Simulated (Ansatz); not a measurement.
Cartesian coordinates in Å:
```
O 1.0017 1.1068 0.2394
Ga -0.1668 -0.1731 -0.1752
S -0.5694 -0.4479 -2.3045
S -1.1638 -1.4213 1.3318
H 1.1691 1.2109 1.1782
H 0.2857 0.5365 -2.6336
H -0.5564 -0.8120 2.3639
```

The species carries charge 0 and has multiplicity 1.

Task: List the PBE0/def2-TZVPP orbital energies in eV (the Gaussian-basis code of Ansatz). (Estimate.)

Result: Ansatz gave: Occupied: -10147.90, -2422.71, -2422.58, -1253.71, -1109.90, -1109.81, -1109.78, -522.68, -218.05, -217.92, -161.88, -161.80, -161.74, -161.70, -161.68, -161.57, -152.08, -105.06, -104.87, -104.82, -27.75, -24.22, -24.11, -24.08, -24.05, -23.77, -20.49, -20.19, -14.08, -12.51, -11.37, -10.95, -9.46, -9.41, -8.88, -8.10, -7.67. Lowest empty: -0.87, -0.44, 0.04, 0.75, 1.17, 2.16, 3.31, 3.85.
